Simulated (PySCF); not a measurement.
## Sc₂Se, singlet: computed properties

Computed with B3LYP in PySCF with Se def2-SVP, Sc def2-SVP; no relativity; density-fitted integrals.

The structure is a higher-order saddle point with 2 imaginary modes (one degenerate set).

| Item | Value |
| --- | --- |
| Point group | D∞h |
| Bond lengths | Se–Sc 2.412 Å (×2) |
| Bond angles | Sc–Se–Sc 180.0° |
| Dipole moment | 0.00 D |
| Rotational constants | 0.03223 cm⁻¹ |
| Principal polarisabilities | 135.1, 135.1, 316.8 bohr³ |
| Lowest empty level | -2.43 eV |
| Principal quadrupole moments (Buckingham, traceless) about the centre of mass | -10.61, -10.61, 21.21 D Å |
| Atomisation energy without zero-point energy | 505 kJ/mol |
| Highest occupied level | -4.39 eV |
| Zero-point energy (real modes) | 3.7 kJ/mol |

Harmonic modes (masses in u: Se 79.917, Sc 44.956):
```tsv
symmetry	ω (cm⁻¹)	IR (km/mol, summed over degenerate members)	μ (u)
πu	42i	–	58.51
σg+	268	0.0	44.96
σu+	354	273	58.51
```

In D∞h the vibrations span πu + σg+ + σu+. The σg+ mode carries no infrared intensity, as symmetry demands. With a centre of inversion only u modes can be infrared active and only g modes Raman active.

Charges (e):
```csv
atom,Mulliken,Löwdin,polar tensor,Mayer order to Se1
Se1,-0.36,0.12,-1.41,–
"Sc2,3",0.18,-0.06,0.70,1.27
```

Mulliken populations on Se1: s 7.78, p 16.57, d 10.01.

Outer orbital energies (eV). occupied: -17.29, -8.39, -6.79, -6.79, -4.48, -4.39; empty: -2.43, -2.43, -2.42, -2.42.

This need not be the most stable arrangement of these atoms. At this level a triplet minimum of C2v symmetry lies 103 kJ/mol below this structure. At the minimum of this search the closed-shell solution is unstable towards spin polarisation, so a lower open-shell solution exists.

The final relaxation and frequency run took roughly 50 core-seconds on a shared host.
